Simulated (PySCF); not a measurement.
# Property card for `CSC[P@@H+]1C(F)=C1[SiH3]`

C4H9FPSSi (charge +1).
Numbering: `[CH3:1][S:2][CH2:3][P@@H+:4]1[C:5]([F:6])=[C:7]1[SiH3:8]` (hydrogens: H9, H10, H11 on C1; H12, H13 on C3; H14 on P4; H15, H16, H17 on Si8)

Among its groups: C=C double bond, sulfide, C–F bond, Si–H bond and C–Si bond.

**GFN2-xTB geometry**

| Quantity | Value |
| --- | --- |
| Point group of the GFN2-xTB geometry | C1 |
| Rotational constants A, B, C of the GFN2-xTB geometry | 1.652, 0.667, 0.502 GHz |

**PBE0/pcSseg-1 ground state and GIAO shieldings, non-relativistic (PySCF)**

| Item | Value |
| --- | --- |
| HOMO energy | -11.09 eV |
| LUMO energy | -6.85 eV |
| HOMO–LUMO gap | 4.24 eV |
| Lowest Hirshfeld atomic charge | -0.10 e on C1/C7 |
| Highest Hirshfeld atomic charge | +0.40 e on Si8 |
| 13C chemical shifts (computed TMS as zero) by class | 163.5 (C5), 83.8 (C7), 57.5 (C3), 25.1 (C1) ppm |
| 1H chemical shifts (computed TMS as zero) by class | 5.10 (H14), 4.92 (H15/H16/H17), 3.95 (H12), 3.67 (H13), 2.44 (H9/H10/H11) ppm |
| Isotropic shieldings of nuclei other than C and H, by class | 271 (F6), 429 (Si8), 484 (P4), 463 (S2) ppm |
| Mayer bond orders between heavy atoms | C1–S2 0.97, S2–C3 1.02, C3–P4 0.83, P4–C5 0.84, C5–F6 1.11, C5–C7 1.71, C7–Si8 0.69, C7–P4 0.84 |

Monoisotopic mass of the ion (most abundant isotopes, electron mass counted): 166.9910 u.

With B = h/(8π²I), that is 505.379 GHz u Å² over I, the principal moments of inertia are 305.9, 757.5 and 1006.1 u Å² (most abundant isotopes); the inertial defect Ic − Ia − Ib is -57.3 u Å² (zero for a rigid planar frame, negative otherwise). The rotational constants make it an asymmetric top with κ = (2B − A − C)/(A − C) = -0.71, nearer the prolate limit (−1).

Geometry: GFN2-xTB, one conformer, isolated ion. NMR classes are plain means over equivalent atoms (diastereotopic ones count apart unless rotation or inversion swaps them), as if these changed places fast; in this geometry the members of some classes differ.

Conformer computed: `[CH3:1][S:2][CH2:3][P@@H+:4]1[C:5]([F:6])=[C:7]1[SiH3:8]`: C1–S2–C3–P4 90°, S2–C3–P4–C5 130°.
